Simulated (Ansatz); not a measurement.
C3H9N, charge +1, doublet, at a GFN2-xTB geometry (a state made from the parent by changing its charge; the spin is typed, not shown lowest); WB97X/6-31G* run with Ansatz (a program for electronic structure).

Ansatz was given this input:
Ansatz 0.2 input:
```yaml
crystal:
  periodic: [false, false, false]
  atoms:
    - {symbol: C, position_ang: [-0.35994749, 1.33972464, 0.25749879]}
    - {symbol: N, position_ang: [-0.00000000, 0.00000000, -0.00000000]}
    - {symbol: C, position_ang: [1.30503589, -0.44877053, 0.29362609]}
    - {symbol: C, position_ang: [-0.94508840, -0.89095411, -0.55112489]}
    - {symbol: H, position_ang: [0.29490710, 2.03132563, -0.28835847]}
    - {symbol: H, position_ang: [-0.22048513, 1.58398674, 1.31862692]}
    - {symbol: H, position_ang: [-1.39421123, 1.53282426, -0.02045677]}
    - {symbol: H, position_ang: [1.79431965, -0.84151593, -0.60718414]}
    - {symbol: H, position_ang: [1.27892742, -1.28885482, 0.99980125]}
    - {symbol: H, position_ang: [1.91441449, 0.35017434, 0.71146941]}
    - {symbol: H, position_ang: [-1.31613840, -0.51880136, -1.51493547]}
    - {symbol: H, position_ang: [-0.52020326, -1.88299860, -0.69101265]}
    - {symbol: H, position_ang: [-1.83153063, -0.96614026, 0.09204992]}
basis:
  gaussian:
    orbitals: 6-31G*
hamiltonian:
  xc: {name: wB97X}
total_charge: 1
magnetization: {spin_polarized: true, initial_magnetization: 1}
accuracy: high
```

What does Ansatz print? Leave out banner, timings and long lists.


```
Functional definition: wB97X
1946 factors; integrals over basis functions are off by at most 3.3e-9 eV
335 factors; integrals over basis functions are off by at most 1.8e-9 eV
mean field evaluation 1: about -4734.1110 eV, gradient 3.0e1 eV
mean field evaluation 2: about -4736.3954 eV, gradient 2.2e1 eV
mean field evaluation 4: about -4738.4698 eV, gradient 1.4e0 eV
mean field evaluation 8: about -4738.6428 eV, gradient 1.6e-2 eV
mean field evaluation 16: about -4738.6428 eV, gradient 2.8e-5 eV
mean field -4738.64277498 eV, -174.1419100132 hartree, gradient 4.4e-8 eV, S^2 0.754761; 0 other end points of the search recorded, 0 dependent functions left out
reference -4738.64277281 eV, -174.1419099334 hartree; 17, 16 occupied and 61, 62 virtual orbitals, 1946 factors
Total energy: -4738.64277281 eV, -174.1419099334 hartree
```
